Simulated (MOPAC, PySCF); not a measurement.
H$_{4}$Ge, SMILES `[GeH4]`, neutral singlet in the gas phase. 

Cartesian coordinates (Å):
SMILES: [GeH4]
```xyz
5

Ge     0.0000     0.0000     0.0000
H     -1.0325    -0.3191    -1.0892
H      0.4832     1.4473    -0.1615
H      1.1935    -0.9552    -0.1311
H     -0.6442    -0.1730     1.3817
```
Charge 0, spin multiplicity 1.

All levels are single points at this geometry (PBE0-D3(BJ)/def2-TZVP); Pople sets use spherical d functions. Orbital energies aren't observables, and empty levels follow the basis.

B3LYP/6-311+G** (LANL2DZ on Ge) in PySCF gives gap (eV) = 10.46.

### Question
Estimate the gap (eV) from each of these levels: PBE-D3(BJ)/def2-TZVP in PySCF; ωB97X-D3(BJ)/def2-TZVP in PySCF; B3LYP/3-21G in PySCF; B3LYP/6-31G* in PySCF; B3LYP/LANL2DZ in PySCF; BP86/6-31G* in PySCF; PBE/6-31G* in PySCF; SVWN5/6-31G* in PySCF; HF/STO-3G in PySCF; PM3 in MOPAC; PM6 in MOPAC; PM7 in MOPAC.

### Answer

| level | gap (eV) |
|---|---|
| PBE-D3(BJ)/def2-TZVP in PySCF | 8.53 |
| ωB97X-D3(BJ)/def2-TZVP in PySCF | 15.22 |
| B3LYP/3-21G in PySCF | 11.21 |
| B3LYP/6-31G* in PySCF | 10.95 |
| B3LYP/LANL2DZ in PySCF | 11.21 |
| BP86/6-31G* in PySCF | 9.41 |
| PBE/6-31G* in PySCF | 9.32 |
| SVWN5/6-31G* in PySCF | 9.23 |
| HF/STO-3G in PySCF | 25.17 |
| PM3 in MOPAC | 12.72 |
| PM6 in MOPAC | 14.49 |
| PM7 in MOPAC | 13.18 |
